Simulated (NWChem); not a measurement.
System: C2H2F3 cation

Input file for NWChem:

```
start job
memory heap 200 mb stack 900 mb global 1100 mb
charge 1
geometry units angstroms noautoz
  F      0.158331    -1.813220     0.000000
  C     -0.703357    -0.807140     0.000000
  C     -0.002165     0.488861     0.000000
  F      1.231264     0.572229     0.000000
  F     -0.628107     1.561979     0.000000
  H     -1.377249    -0.804280    -0.888874
  H     -1.377249    -0.804280     0.888874
end
basis spherical
  * library def2-svp
end
dft
  xc slater pw91lda
  iterations 150
  mulliken
end
task dft energy
```

Excerpt of the output:

```
             Northwest Computational Chemistry Package (NWChem) 7.3.0
             --------------------------------------------------------

 CS  symmetry detected

                             Geometry "geometry" -> ""
                             -------------------------

 Output coordinates in angstroms (scale by  1.889725989 to convert to a.u.)

  No.       Tag          Charge          X              Y              Z
 ---- ---------------- ---------- -------------- -------------- --------------
    1 F                    9.0000     0.12366162    -1.80087791     0.00000000
    2 C                    6.0000    -0.71662193    -0.77685314     0.00000000
    3 C                    6.0000     0.01173998     0.50407533     0.00000000
    4 F                    9.0000     1.24665257     0.56141832     0.00000000
    5 F                    9.0000    -0.59143650     1.59015257     0.00000000
    6 H                    1.0000    -1.39030381    -0.75978497    -0.88887400
    7 H                    1.0000    -1.39030381    -0.75978497     0.88887400

 Effective nuclear repulsion energy (a.u.)     186.5928507481

      Symmetry information
      --------------------

 Group name             Cs
 Group number              2
 Group order               2
 No. of unique centers     6

                                 NWChem DFT Module
                                 -----------------

 Summary of "ao basis" -> "ao basis" (spherical)
 ------------------------------------------------------------------------------
       Tag                 Description            Shells   Functions and Types
 ---------------- ------------------------------  ------  ---------------------
 F                          def2-svp                 6       14   3s2p1d
 C                          def2-svp                 6       14   3s2p1d
 H                          def2-svp                 3        5   2s1p

      Symmetry analysis of basis
      --------------------------

        a'         55
        a"         25

            General Information
            -------------------
          SCF calculation type: DFT
          Wavefunction type:  closed shell.
          No. of atoms     :     7
          No. of electrons :    40
           Alpha electrons :    20
            Beta electrons :    20
          Charge           :     1
          Spin multiplicity:     1
          Use of symmetry is: on ; symmetry adaption is: on
          Maximum number of iterations: 150
          AO basis - number of functions:    80
                     number of shells:    36
          Convergence on energy requested:  1.00D-06
          Convergence on density requested:  1.00D-05
          Convergence on gradient requested:  5.00D-04

              XC Information
              --------------
                        Slater Exchange Functional  1.000 local
            Perdew 1991 LDA Correlation Functional  1.000 local

             Grid Information
             ----------------
          Grid used for XC integration:  medium
          Radial quadrature: Mura-Knowles
          Angular quadrature: Lebedev.
          Tag              B.-S. Rad. Rad. Pts. Rad. Cut. Ang. Pts.
          ---              ---------- --------- --------- ---------
          F                   0.50       49           9.0       434
          C                   0.70       49           7.0       434
          H                   0.35       45           7.0       434
          Grid pruning is: on
          Number of quadrature shells:   290
          Spatial weights used:  Erf1

      Superposition of Atomic Density Guess
      -------------------------------------

 Sum of atomic energies:        -374.12571317

 Renormalizing density from      41.00 to     40

      Non-variational initial energy
      ------------------------------

 Total energy =    -370.300849
 1-e energy   =    -868.332051
 2-e energy   =     311.438351
 HOMO         =      -0.744397
 LUMO         =      -0.329874

      Symmetry analysis of molecular orbitals - initial
      -------------------------------------------------

  Numbering of irreducible representations:

     1 a'          2 a"

  Orbital symmetries:

     1 a'          2 a'          3 a'          4 a'          5 a'
     6 a'          7 a'          8 a'          9 a'         10 a'
    11 a'         12 a'         13 a"         14 a'         15 a"
    16 a"         17 a'         18 a'         19 a'         20 a"
    21 a"         22 a'         23 a'         24 a'         25 a"
    26 a'         27 a'         28 a'         29 a'         30 a"

     ---------------------------------------------
      Total Density - Mulliken Population Analysis
     ---------------------------------------------

    Atom       Charge   Shell Charges
 -----------   ------   -------------------------------------------------------
    1 F    9     9.41   1.99  1.19  0.72  3.65  1.85  0.01
    2 C    6     5.78   1.99  0.97  0.17  1.90  0.69  0.06
    3 C    6     4.83   1.99  0.92  0.18  1.30  0.30  0.14
    4 F    9     9.23   1.99  1.19  0.69  3.59  1.76  0.01
    5 F    9     9.22   1.99  1.19  0.69  3.58  1.77  0.01
    6 H    1     0.77   0.61  0.13  0.02
    7 H    1     0.77   0.61  0.13  0.02

   convergence    iter        energy       DeltaE   RMS-Dens  Diis-err
 ---------------- ----- ----------------- --------- --------- ---------
 d= 0,ls=0.0,diis     1   -373.4042588900 -5.60D+02  4.67D-02  3.31D+00
 d= 0,ls=0.0,diis     2   -370.1240045572  3.28D+00  4.20D-02  2.75D+01
 d= 0,ls=0.0,diis     3   -373.4714427901 -3.35D+00  1.16D-02  2.25D+00
 d= 0,ls=0.0,diis     4   -373.6648399248 -1.93D-01  3.15D-03  1.19D-01
 d= 0,ls=0.0,diis     5   -373.6729201564 -8.08D-03  1.81D-03  2.56D-02
  Resetting Diis
 d= 0,ls=0.0,diis     6   -373.6753248187 -2.40D-03  5.76D-04  6.22D-03
 d= 0,ls=0.0,diis     7   -373.6758292820 -5.04D-04  6.82D-04  1.05D-03
 d= 0,ls=0.0,diis     8   -373.6754365541  3.93D-04  4.53D-04  5.47D-03
 d= 0,ls=0.0,diis     9   -373.6759273547 -4.91D-04  6.68D-05  5.53D-05
 d= 0,ls=0.0,diis    10   -373.6759334792 -6.12D-06  8.51D-06  1.26D-06
 d= 0,ls=0.0,diis    11   -373.6759336148 -1.36D-07  1.65D-06  4.09D-08

         Total DFT energy =     -373.675933614825
      One electron energy =     -879.053036008516
           Coulomb energy =      358.700492664903
    Exchange-Corr. energy =      -39.916241019269
 Nuclear repulsion energy =      186.592850748057

 Numeric. integr. density =       40.000001903932

                  Occupations of the irreducible representations
                  ----------------------------------------------

                     irrep           alpha         beta
                     --------     --------     --------
                     a'               16.0         16.0
                     a"                4.0          4.0

                       DFT Final Molecular Orbital Analysis
                       ------------------------------------

 Vector   18  Occ=2.000000D+00  E=-6.859208D-01  Symmetry=a'
              MO Center=  5.1D-01,  1.7D-01,  1.7D-15, r^2= 2.2D+00
   Bfn.  Coefficient  Atom+Function         Bfn.  Coefficient  Atom+Function
  ----- ------------  ---------------      ----- ------------  ---------------
    47      0.563226  4 F  py                50     -0.342548  4 F  py
    18     -0.233145  2 C  px                60     -0.212622  5 F  px
     5      0.177241  1 F  py                63      0.128204  5 F  px
    19     -0.108947  2 C  py                33      0.106845  3 C  py
    71      0.102930  6 H  s                 76      0.102930  7 H  s

 Vector   19  Occ=2.000000D+00  E=-5.694710D-01  Symmetry=a'
              MO Center= -9.5D-02, -1.4D+00, -1.1D-15, r^2= 1.4D+00
   Bfn.  Coefficient  Atom+Function         Bfn.  Coefficient  Atom+Function
  ----- ------------  ---------------      ----- ------------  ---------------
     4      0.475159  1 F  px                 5      0.374307  1 F  py
     7     -0.308656  1 F  px                 8     -0.258401  1 F  py
    30      0.207585  3 C  s                 31      0.193356  3 C  s
    33     -0.186232  3 C  py                18      0.151882  2 C  px
    71     -0.127078  6 H  s                 76     -0.127078  7 H  s

 Vector   20  Occ=2.000000D+00  E=-5.524044D-01  Symmetry=a"
              MO Center= -2.3D-01, -1.3D+00,  1.3D-15, r^2= 1.5D+00
   Bfn.  Coefficient  Atom+Function         Bfn.  Coefficient  Atom+Function
  ----- ------------  ---------------      ----- ------------  ---------------
     6      0.583271  1 F  pz                 9     -0.396553  1 F  pz
    20      0.228969  2 C  pz                71     -0.212114  6 H  s
    76      0.212114  7 H  s                 34      0.128527  3 C  pz
    62      0.109661  5 F  pz                72     -0.100755  6 H  s
    77      0.100755  7 H  s                 37      0.080840  3 C  pz

 Vector   21  Occ=0.000000D+00  E=-4.144677D-01  Symmetry=a"
              MO Center= -8.1D-02,  4.4D-01, -3.9D-16, r^2= 1.7D+00
   Bfn.  Coefficient  Atom+Function         Bfn.  Coefficient  Atom+Function
  ----- ------------  ---------------      ----- ------------  ---------------
    34      0.684903  3 C  pz                37      0.383085  3 C  pz
    48      0.309322  4 F  pz                62      0.294292  5 F  pz
    51     -0.239115  4 F  pz                65     -0.231319  5 F  pz
    71      0.183435  6 H  s                 76     -0.183435  7 H  s
    72      0.170139  6 H  s                 77     -0.170139  7 H  s

 Vector   22  Occ=0.000000D+00  E=-2.184064D-01  Symmetry=a'
              MO Center= -3.4D-01, -5.6D-01, -5.4D-15, r^2= 2.6D+00
   Bfn.  Coefficient  Atom+Function         Bfn.  Coefficient  Atom+Function
  ----- ------------  ---------------      ----- ------------  ---------------
    31      0.827664  3 C  s                 22     -0.710890  2 C  py
    17     -0.615224  2 C  s                  3     -0.506545  1 F  s
    72      0.442036  6 H  s                 77      0.442036  7 H  s
    45     -0.424156  4 F  s                 21      0.413390  2 C  px
    19     -0.320720  2 C  py                36     -0.274778  3 C  py

 Vector   23  Occ=0.000000D+00  E=-1.877591D-01  Symmetry=a'
              MO Center= -5.7D-01,  2.9D-01, -7.1D-15, r^2= 3.2D+00
   Bfn.  Coefficient  Atom+Function         Bfn.  Coefficient  Atom+Function
  ----- ------------  ---------------      ----- ------------  ---------------
    31     -1.573778  3 C  s                 17      1.565191  2 C  s
    72     -0.653231  6 H  s                 77     -0.653231  7 H  s
    59      0.637719  5 F  s                 16      0.407371  2 C  s
    45      0.273432  4 F  s                  3     -0.266461  1 F  s
    64     -0.261305  5 F  py                35      0.257594  3 C  px

     ---------------------------------------------
      Total Density - Mulliken Population Analysis
     ---------------------------------------------

    Atom       Charge   Shell Charges
 -----------   ------   -------------------------------------------------------
    1 F    9     9.10   1.99  1.13  0.79  3.34  1.85  0.01
    2 C    6     5.91   1.98  0.92  0.15  2.13  0.65  0.07
    3 C    6     5.66   1.98  0.98  0.13  1.93  0.48  0.16
    4 F    9     8.87   1.99  1.15  0.73  3.33  1.66  0.01
    5 F    9     8.89   1.99  1.15  0.73  3.33  1.67  0.01
    6 H    1     0.79   0.67  0.09  0.02
    7 H    1     0.79   0.67  0.09  0.02

     -------------------------------------------
      Total Density - Lowdin Population Analysis
     -------------------------------------------

    Atom       Charge   Shell Charges
 -----------   ------   -------------------------------------------------------
    1 F    9     8.99   1.97  1.01  0.74  3.20  2.06  0.02
    2 C    6     5.94   1.96  0.59  0.30  1.89  1.03  0.17
    3 C    6     5.78   1.96  0.64  0.28  1.72  0.84  0.34
    4 F    9     8.76   1.97  1.00  0.70  3.17  1.90  0.02
    5 F    9     8.78   1.97  1.00  0.70  3.18  1.91  0.02
    6 H    1     0.87   0.58  0.22  0.07
    7 H    1     0.87   0.58  0.22  0.07

     Multipole analysis of the density
     ---------------------------------

     L   x y z        total         alpha         beta         nuclear
     -   - - -        -----         -----         ----         -------
     0   0 0 0      1.000000    -20.000000    -20.000000     41.000000

     1   1 0 0     -0.911517     -0.455758     -0.455758     -0.000000
     1   0 1 0      0.452318      0.226159      0.226159      0.000000
     1   0 0 1      0.000000      0.000000      0.000000      0.000000

     2   2 0 0    -14.445306    -50.470181    -50.470181     86.495056
     2   1 1 0      1.801582     -1.454164     -1.454164      4.709910
     2   1 0 1      0.000000      0.000000      0.000000      0.000000
     2   0 2 0    -16.595395   -117.362529   -117.362529    218.129663
     2   0 1 1     -0.000000     -0.000000     -0.000000      0.000000
     2   0 0 2    -16.118210    -10.880592    -10.880592      5.642974
```

Level: LDA (Slater exchange, PW92)/def2-SVP. Geometry: optimised at PBE0/def2-SVP.
